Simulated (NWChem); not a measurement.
# C₃H₄OSe; SMILES O1C=C[C@@H]1[SeH]

```xyz
9

Se     0.0092    -1.2161    -0.1609
C      0.1361     0.5883     0.5819
C      1.0464     1.5987    -0.0506
C     -0.0764     2.2191    -0.4404
O     -0.9979     1.3421     0.0841
H      1.1181    -1.7309     0.6585
H      0.1211     0.5431     1.6810
H      2.1198     1.7375    -0.1328
H     -0.3988     3.1114    -0.9813
```
Atoms are numbered in this order, from 1.

Results from NWChem. Pople sets run with spherical d functions. The geometry was optimised at PBE0/def2-SVP. Vzz is the largest principal value of the second derivative of the potential at the nucleus (NWChem prints the opposite sign); η is the asymmetry. Non-relativistic.

| level | Vzz Se1 (a.u.) | η Se1 | Vzz O5 (a.u.) | η O5 |
|---|---|---|---|---|
| B3LYP/6-31G* | [?] | 0.47 | -1.573 | 0.78 |
| B3LYP/def2-SVP | -6.122 | 0.46 | -1.576 | 0.82 |
| PBE0/6-31G* | -5.538 | 0.49 | -1.581 | 0.77 |
| PBE0/def2-SVP | -5.978 | 0.47 | -1.589 | 0.81 |

Question: Some entries are withheld; supply them.

Answer: 
- B3LYP/6-31G*, Vzz Se1 (a.u.): -5.606
